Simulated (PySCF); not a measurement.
Gas-phase reaction: AgCl + CCl3F → AgF + 3 Cl + CCl

Computed with PySCF (xtb for GFN2) and rigid-rotor harmonic-oscillator thermochemistry at 1 bar. † marks an energy on the PBE0/def2-TZVP geometry and frequencies; other levels use their own. MP2 and CCSD(T) freeze the core. Open shells (unrestricted): Cl (multiplicity 2, electronic degeneracy 6), CCl (multiplicity 2, electronic degeneracy 4); the rest are closed-shell singlets. GFN2 has no spin-polarisation term. Spin-orbit splitting is ignored; it lowers the true energy and changes the entropy of Cl, CCl. B3LYP is the form with VWN-RPA correlation. Ag: scalar-relativistic def2 core potential, no spin-orbit coupling. MP2 isn't extrapolated to the basis-set limit; its ΔH°(298 K) is 1019.6 kJ in def2-SVP and 1070.6 kJ in def2-TZVPP. CCSD(T) isn't extrapolated to the basis-set limit; its ΔH°(298 K) is 951.4 kJ in def2-SVP and 984.4 kJ in def2-TZVPP. The harmonic model lacks anharmonicity and excited electronic states, which grow with temperature; levels with a mode under 35 cm⁻¹ are left out. Warning, large T1 diagnostic: AgF (CCSD(T)/def2-SVP†, CCSD(T)/def2-TZVPP†).

```json
[
 {"level": "B3LYP/def2-TZVP†", "ΔE electronic, kJ": "976", "ΔH°(298 K), kJ": "963", "ΔS°(298 K), J/K": "410", "ΔG°(800 K), kJ": "633"},
 {"level": "CCSD(T)/def2-SVP†", "ΔE electronic, kJ": "964", "ΔH°(298 K), kJ": "951", "ΔS°(298 K), J/K": "410", "ΔG°(800 K), kJ": "622"},
 {"level": "CCSD(T)/def2-TZVPP†", "ΔE electronic, kJ": "997", "ΔH°(298 K), kJ": "984", "ΔS°(298 K), J/K": "410", "ΔG°(800 K), kJ": "655"},
 {"level": "GFN2-xTB", "ΔE electronic, kJ": "1037", "ΔH°(298 K), kJ": "1028", "ΔS°(298 K), J/K": "403", "ΔG°(800 K), kJ": "705"},
 {"level": "HF/def2-TZVP†", "ΔE electronic, kJ": "701", "ΔH°(298 K), kJ": "689", "ΔS°(298 K), J/K": "410", "ΔG°(800 K), kJ": "359"},
 {"level": "M06-2X/def2-TZVP†", "ΔE electronic, kJ": "1058", "ΔH°(298 K), kJ": "1045", "ΔS°(298 K), J/K": "410", "ΔG°(800 K), kJ": "715"},
 {"level": "MP2/def2-SVP†", "ΔE electronic, kJ": "1032", "ΔH°(298 K), kJ": "1020", "ΔS°(298 K), J/K": "410", "ΔG°(800 K), kJ": "690"},
 {"level": "MP2/def2-TZVPP†", "ΔE electronic, kJ": "1083", "ΔH°(298 K), kJ": "1071", "ΔS°(298 K), J/K": "410", "ΔG°(800 K), kJ": "741"},
 {"level": "PBE0/def2-QZVP†", "ΔE electronic, kJ": "1051", "ΔH°(298 K), kJ": "1038", "ΔS°(298 K), J/K": "410", "ΔG°(800 K), kJ": "708"},
 {"level": "PBE0/def2-SVP†", "ΔE electronic, kJ": "1079", "ΔH°(298 K), kJ": "1067", "ΔS°(298 K), J/K": "410", "ΔG°(800 K), kJ": "737"},
 {"level": "LDA/def2-TZVP†", "ΔE electronic, kJ": "1300", "ΔH°(298 K), kJ": "1287", "ΔS°(298 K), J/K": "410", "ΔG°(800 K), kJ": "957"}
]
```
ΔH° is lowest at HF/def2-TZVP† and highest at LDA/def2-TZVP†. No reference value is set beside these.
